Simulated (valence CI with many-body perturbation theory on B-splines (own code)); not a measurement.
E1 line list for Os⁷⁰⁺

Level of theory: relativistic CI+MBPT: four valence electrons over a frozen Dirac-Fock core [He], radial functions for each j: 11 s, 11 p, 9 d, 7 f, 5 g, 2 h, 1 i, with the one-electron correlation potential Σ1, the two-electron term Σ2, the three-electron term Σ3, Breit, model QED; selected CI, second order for the rest (own B-spline code, finite nucleus).

No measured spectrum was set against this ion. As an estimate, large intervals hold to a few tenths of a per cent, small ones and those within an open d or f shell to about a per cent. Among the levels kept, up to 300 cm⁻¹ of a level comes from second order outside the variational space, and about a tenth of that is noise between levels of different J, which matters for small intervals.

Lines 201 to 249 of 249 in falling wavelength, among levels below 111620 × 10³ cm⁻¹, chosen from the strongest by gf and those to the six lowest levels. Wavelengths and rates use the calculated energies. Electric multipoles are in the length gauge, E1 and E2 with the static RPA response of the core. Weak lines are less certain than strong ones. Lines between different terms over intervals too small for the method are left out, as are lines whose strength nearly cancels. The highest levels of a list are the least certain.

Levels are named by their leading jj configuration (3d3/2^4 stands for four electrons in 3d with j = 3/2), which in mixed levels can hold well under half, so a name can repeat and another be missing. Letters in brackets count levels of one name in rising energy.

| λ vac (Å) | Upper | Lower | A (s⁻¹) | S (a.u.) with core polarisation | S without |
| --- | --- | --- | --- | --- | --- |
| 1.061 | (2s 2p1/2 2p3/2 3d3/2) J=1 [a] | (2s 2p1/2^2 2p3/2) J=2 | 9.36e+13 | 1.65e-04 | 1.65e-04 |
| 1.060 | (2s 2p1/2 2p3/2 3d3/2) J=3 [a] | (2s 2p1/2^2 2p3/2) J=2 | 4.45e+14 | 1.83e-03 | 1.83e-03 |
| 1.059 | (2s 2p1/2 2p3/2 3d3/2) J=2 [c] | (2s 2p1/2^2 2p3/2) J=1 | 2.03e+12 | 5.96e-06 | 5.97e-06 |
| 1.058 | (2s 2p1/2 2p3/2 3d3/2) J=1 [c] | (2s 2p1/2^2 2p3/2) J=1 | 2.98e+14 | 5.22e-04 | 5.23e-04 |
| 1.057 | (2s 2p1/2 2p3/2 3d3/2) J=2 [d] | (2s 2p1/2^2 2p3/2) J=1 | 1.02e+15 | 2.97e-03 | 2.97e-03 |
| 1.056 | (2s 2p1/2 2p3/2 3d3/2) J=1 [d] | (2s 2p1/2^2 2p3/2) J=1 | 1.67e+15 | 2.92e-03 | 2.92e-03 |
| 1.056 | (2s 2p1/2 2p3/2 3d3/2) J=3 [b] | (2s 2p1/2^2 2p3/2) J=2 | 1.71e+15 | 6.98e-03 | 6.98e-03 |
| 1.056 | (2s 2p1/2 2p3/2 3d3/2) J=2 [e] | (2s 2p1/2^2 2p3/2) J=1 | 1.09e+15 | 3.16e-03 | 3.16e-03 |
| 1.055 | (2s 2p1/2 2p3/2 3d3/2) J=2 [b] | (2s 2p1/2^2 2p3/2) J=2 | 1.77e+15 | 5.14e-03 | 5.14e-03 |
| 1.055 | (2s 2p1/2 2p3/2 3d3/2) J=0 [b] | (2s 2p1/2^2 2p3/2) J=1 | 2.22e+15 | 1.29e-03 | 1.29e-03 |
| 1.055 | (2p1/2^2 2p3/2 3s) J=2 | (2s^2 2p1/2 2p3/2) J=2 | 4.86e+12 | 1.41e-05 | 1.41e-05 |
| 1.055 | (2s 2p1/2 2p3/2 3d3/2) J=1 [b] | (2s 2p1/2^2 2p3/2) J=2 | 1.92e+15 | 3.34e-03 | 3.34e-03 |
| 1.054 | (2p1/2^2 2p3/2 3s) J=1 | (2s^2 2p1/2 2p3/2) J=2 | 9.72e+12 | 1.69e-05 | 1.68e-05 |
| 1.054 | (2s 2p1/2 2p3/2 3d5/2) J=1 [a] | (2s 2p1/2^2 2p3/2) J=1 | 1.84e+14 | 3.19e-04 | 3.19e-04 |
| 1.054 | (2s^2 2p1/2 3d3/2) J=1 | (2s^2 2p1/2^2) J=0 | 2.16e+15 | 3.74e-03 | 3.74e-03 |
| 1.053 | (2p1/2^2 2p3/2 3s) J=2 | (2s^2 2p1/2 2p3/2) J=1 | 7.70e+12 | 2.22e-05 | 2.22e-05 |
| 1.052 | (2s^2 2p3/2 3d3/2) J=2 | (2s^2 2p1/2 2p3/2) J=2 | 8.21e+14 | 2.36e-03 | 2.36e-03 |
| 1.052 | (2s 2p1/2 2p3/2 3d5/2) J=2 | (2s 2p1/2^2 2p3/2) J=1 | 4.38e+12 | 1.26e-05 | 1.26e-05 |
| 1.051 | (2s^2 2p3/2 3d3/2) J=3 | (2s^2 2p1/2 2p3/2) J=2 | 1.63e+15 | 6.54e-03 | 6.54e-03 |
| 1.051 | (2s^2 2p3/2 3d3/2) J=1 | (2s^2 2p1/2 2p3/2) J=2 | 2.84e+14 | 4.87e-04 | 4.88e-04 |
| 1.051 | (2s 2p1/2 2p3/2 3d5/2) J=1 [b] | (2s 2p1/2^2 2p3/2) J=1 | 3.02e+13 | 5.19e-05 | 5.19e-05 |
| 1.051 | (2s^2 2p3/2 3d3/2) J=2 | (2s^2 2p1/2 2p3/2) J=1 | 8.20e+14 | 2.35e-03 | 2.35e-03 |
| 1.050 | (2s 2p1/2 2p3/2 3d3/2) J=3 [c] | (2s 2p1/2^2 2p3/2) J=2 | 2.54e+13 | 1.02e-04 | 1.02e-04 |
| 1.049 | (2s^2 2p3/2 3d3/2) J=1 | (2s^2 2p1/2 2p3/2) J=1 | 1.36e+15 | 2.32e-03 | 2.32e-03 |
| 1.049 | (2s^2 2p3/2 3d3/2) J=0 | (2s^2 2p1/2 2p3/2) J=1 | 1.65e+15 | 9.40e-04 | 9.41e-04 |
| 1.048 | (2s 2p1/2 2p3/2 3d3/2) J=2 [d] | (2s 2p1/2^2 2p3/2) J=2 | 2.21e+12 | 6.28e-06 | 6.29e-06 |
| 1.048 | (2s 2p1/2 2p3/2 3d3/2) J=1 [d] | (2s 2p1/2^2 2p3/2) J=2 | 3.40e+12 | 5.79e-06 | 5.79e-06 |
| 1.048 | (2s 2p1/2 2p3/2 3d5/2) J=3 [a] | (2s 2p1/2^2 2p3/2) J=2 | 1.89e+13 | 7.50e-05 | 7.50e-05 |
| 1.042 | (2s 2p1/2 2p3/2 3p3/2) J=3 [a] | (2s^2 2p1/2 2p3/2) J=2 | 3.84e+13 | 1.50e-04 | 1.50e-04 |
| 1.040 | (2s^2 2p3/2 3d5/2) J=2 | (2s^2 2p1/2 2p3/2) J=1 | 3.26e+12 | 9.05e-06 | 9.03e-06 |
| 1.040 | (2s^2 2p3/2 3d5/2) J=3 | (2s^2 2p1/2 2p3/2) J=2 | 1.68e+13 | 6.53e-05 | 6.54e-05 |
| 1.040 | (2s 2p1/2 2p3/2 3p3/2) J=2 [a] | (2s^2 2p1/2 2p3/2) J=2 | 5.94e+13 | 1.65e-04 | 1.65e-04 |
| 1.040 | (2s 2p1/2 2p3/2 3p3/2) J=1 [a] | (2s^2 2p1/2 2p3/2) J=1 | 3.74e+14 | 6.22e-04 | 6.22e-04 |
| 1.038 | (2s 2p1/2 2p3/2 3p3/2) J=2 [a] | (2s^2 2p1/2 2p3/2) J=1 | 2.89e+14 | 7.97e-04 | 7.96e-04 |
| 1.037 | (2s 2p1/2 2p3/2 3p3/2) J=2 [b] | (2s^2 2p1/2 2p3/2) J=2 | 2.98e+14 | 8.22e-04 | 8.21e-04 |
| 1.037 | (2s 2p1/2 2p3/2 3p3/2) J=0 [a] | (2s^2 2p1/2 2p3/2) J=1 | 5.92e+14 | 3.26e-04 | 3.25e-04 |
| 1.036 | (2s 2p1/2 2p3/2 3p3/2) J=3 [b] | (2s^2 2p1/2 2p3/2) J=2 | 3.31e+14 | 1.27e-03 | 1.27e-03 |
| 1.036 | (2s 2p1/2 2p3/2 3p3/2) J=1 [b] | (2s^2 2p1/2 2p3/2) J=2 | 5.85e+14 | 9.62e-04 | 9.61e-04 |
| 1.036 | (2s 2p1/2^2 3p3/2) J=1 | (2s^2 2p1/2^2) J=0 | 5.86e+14 | 9.63e-04 | 9.62e-04 |
| 1.036 | (2s 2p1/2 2p3/2 3p3/2) J=2 [b] | (2s^2 2p1/2 2p3/2) J=1 | 2.86e+13 | 7.85e-05 | 7.85e-05 |
| 1.034 | (2s 2p1/2 2p3/2 3p3/2) J=1 [b] | (2s^2 2p1/2 2p3/2) J=1 | 1.30e+13 | 2.14e-05 | 2.13e-05 |
| 1.031 | (2s 2p1/2 2p3/2 3p3/2) J=2 [c] | (2s^2 2p1/2 2p3/2) J=2 | 3.41e+13 | 9.23e-05 | 9.22e-05 |
| 1.031 | (2s 2p1/2 2p3/2 3p3/2) J=3 [c] | (2s^2 2p1/2 2p3/2) J=2 | 2.31e+14 | 8.75e-04 | 8.74e-04 |
| 1.030 | (2s 2p1/2 2p3/2 3p3/2) J=2 [c] | (2s^2 2p1/2 2p3/2) J=1 | 2.95e+14 | 7.94e-04 | 7.94e-04 |
| 1.030 | (2s 2p1/2 2p3/2 3p3/2) J=2 [d] | (2s^2 2p1/2 2p3/2) J=2 | 2.31e+14 | 6.22e-04 | 6.21e-04 |
| 1.029 | (2s 2p1/2 2p3/2 3p3/2) J=1 [c] | (2s^2 2p1/2 2p3/2) J=2 | 6.02e+13 | 9.72e-05 | 9.72e-05 |
| 1.028 | (2s 2p1/2 2p3/2 3p3/2) J=2 [d] | (2s^2 2p1/2 2p3/2) J=1 | 7.67e+12 | 2.06e-05 | 2.05e-05 |
| 1.028 | (2s 2p1/2 2p3/2 3p3/2) J=1 [c] | (2s^2 2p1/2 2p3/2) J=1 | 1.99e+14 | 3.21e-04 | 3.20e-04 |
| 1.027 | (2s 2p1/2 2p3/2 3p3/2) J=1 [d] | (2s^2 2p1/2 2p3/2) J=1 | 1.75e+13 | 2.81e-05 | 2.81e-05 |
